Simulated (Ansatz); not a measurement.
Consider the cleavage of the Ge–Ge bond: `[GeH3][SiH2][GeH2][SiH2][GeH2][GeH3]` + `CNC` → `C[N](C)[GeH3]` + `[GeH3][SiH2][GeH2][SiH2][GeH3]`.

Gas-phase electronic energies from Ansatz, PBE0-D4/def2-TZVP geometries. CCSD(T)/CBS is the MP2 limit (def2-TZVPP, def2-QZVPP) plus CCSD(T) − MP2 in def2-TZVPP, frozen cores. DFT in def2-TZVPP. B3LYP here is the variant with VWN-RPA as its local correlation; programs differ in this. HSE06 is defined as in plane-wave codes. For Ge outer-core shells are correlated without core-valence functions, which leaves a few kJ/mol of doubt a bond. Scalar relativity is left out up to krypton. Each species was taken in one conformer, which may not be the lowest.

`[GeH3][SiH2][GeH2][SiH2][GeH2][GeH3]`:

```xyz
20

Ge    1.736   -2.076   -0.464
Si    1.961    0.031   -1.548
Ge   -0.137    1.111   -1.887
Si   -0.800    2.309    0.059
Ge   -0.681    0.875    1.953
Ge   -1.995   -1.122    1.552
H     0.749   -2.966   -1.237
H     3.096   -2.792   -0.402
H     1.215   -1.912    0.973
H     2.625   -0.192   -2.863
H     2.842    0.916   -0.736
H    -0.035    2.076   -3.086
H    -1.203    0.054   -2.231
H    -2.195    2.808   -0.097
H     0.102    3.480    0.238
H     0.789    0.484    2.197
H    -1.196    1.584    3.220
H    -3.492   -0.770    1.585
H    -1.667   -1.700    0.165
H    -1.714   -2.199    2.612
```

`CNC`:

```xyz
10

C    -0.863   -0.811    0.242
N     0.172    0.095    0.683
C     0.919    0.667   -0.414
H    -1.434   -1.171    1.100
H    -0.405   -1.681   -0.239
H    -1.568   -0.368   -0.483
H    -0.233    0.833    1.243
H     1.472   -0.124   -0.929
H     1.648    1.385   -0.034
H     0.292    1.175   -1.168
```

`C[N](C)[GeH3]`:

Z-matrix (Å, degrees):
```
C
N 1 1.443
H 1 1.104 2 113.6
H 1 1.097 2 109.9 3 -120.1
H 1 1.093 2 110.5 3 121.5
C 2 1.443 1 112.5 3 61.1
Ge 2 1.840 1 116.7 3 -77.9
H 6 1.093 2 110.5 1 177.5
H 6 1.097 2 109.9 1 59.0
H 6 1.104 2 113.6 1 -61.1
H 7 1.536 2 107.0 1 -171.4
H 7 1.550 2 112.8 1 68.6
H 7 1.536 2 107.0 1 -51.4
```

`[GeH3][SiH2][GeH2][SiH2][GeH3]`:

Z-matrix (Å, degrees):
```
Ge
Si 1 2.379
H 1 1.538 2 109.9
H 1 1.538 2 110.2 3 119.1
H 1 1.538 2 111.5 3 -120.3
Ge 2 2.381 1 109.7 3 -59.3
H 2 1.489 1 109.1 3 59.7
H 2 1.489 1 110.0 3 178.4
Si 6 2.381 2 108.6 1 49.6
H 6 1.541 2 109.9 1 -71.1
H 6 1.541 2 110.3 1 170.0
Ge 9 2.379 6 109.6 2 49.6
H 9 1.489 6 108.7 2 -69.6
H 9 1.489 6 111.0 2 171.3
H 12 1.538 9 111.5 6 -179.9
H 12 1.538 9 109.9 6 -59.6
H 12 1.538 9 110.2 6 59.5
```

CCSD(T)/CBS gives +42.3 kJ/mol.

Another level gave +51.7 kJ/mol. Which?
A. B3LYP/def2-TZVPP
B. LDA (SPW92)/def2-TZVPP
C. HSE06-D4/def2-TZVPP
D. RPA@PBE/def2-TZVPP

C. HSE06-D4 51.7, LDA (SPW92) 46.8, RPA@PBE/def2-TZVPP 37.1, B3LYP 41.6 kJ/mol.

Largest T1 diagnostic among the species: 0.012.

Leaving LDA and LC-ωPBE aside and taking each functional with its dispersion term where it has one, the values, not all of them listed here, spread over 16.5 kJ/mol, from B97M-V to HSE06-D4. At CCSD(T), def2-SVP lies −9.2 kJ/mol from the extrapolated value and def2-TZVPP −1.3 kJ/mol. In def2-TZVPP, CCSD(T) changes the Hartree–Fock value by +10.3 kJ/mol (the triples alone add +0.4 kJ/mol) and MP2 by +8.6 kJ/mol.
